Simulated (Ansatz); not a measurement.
Start from `C[O][Ge][S]C` and change one atom or group to get `C[O][Ge][SH]`.

Ansatz, PBE0-D4/def2-TZVP geometries, multiplicity 1. Each molecule was computed in one conformer, which needn't be the lowest.

Scalar relativity is left out up to krypton.

```tsv
property	`C[O][Ge][S]C`
LUMO energy (ωB97M-V/def2-TZVPP) / eV	0.17
ideal-gas entropy at 298 K and 1 bar (rigid rotor, harmonic PBE0-D4/def2-TZVP) / J/(mol·K)	382
LUMO energy (PBE0/def2-TZVPP) / eV	-1.73
LUMO energy (PBE/def2-TZVPP) / eV	-2.43
HOMO–LUMO gap (PBE0/def2-TZVPP) / eV	5.19
size of the dipole moment (PBE/def2-TZVPP) / D	1.74
```

Question: What does the change do to each property? (Estimate.)

Answer: Ansatz gave: 
```json
{"property": "LUMO energy (ωB97M-V/def2-TZVPP) / eV", "`C[O][Ge][SH]`": "-0.02", "shift": "-0.19"}
{"property": "ideal-gas entropy at 298 K and 1 bar (rigid rotor, harmonic PBE0-D4/def2-TZVP) / J/(mol·K)", "`C[O][Ge][SH]`": "338", "shift": "-44"}
{"property": "LUMO energy (PBE0/def2-TZVPP) / eV", "`C[O][Ge][SH]`": "-1.94", "shift": "-0.21"}
{"property": "LUMO energy (PBE/def2-TZVPP) / eV", "`C[O][Ge][SH]`": "-2.66", "shift": "-0.23"}
{"property": "HOMO–LUMO gap (PBE0/def2-TZVPP) / eV", "`C[O][Ge][SH]`": "5.39", "shift": "0.20"}
{"property": "size of the dipole moment (PBE/def2-TZVPP) / D", "`C[O][Ge][SH]`": "1.33", "shift": "-0.41"}
```

With PBE0 the HOMO falls by 0.42 eV and the LUMO falls by 0.21 eV, so the gap widens by about 0.21 eV. PBE moves the HOMO by -0.45 eV and ωB97M-V by -0.39 eV. The zero-point energy changes by -78.2 kJ/mol with -9 modes. Dipoles are sizes alone; their direction can turn.
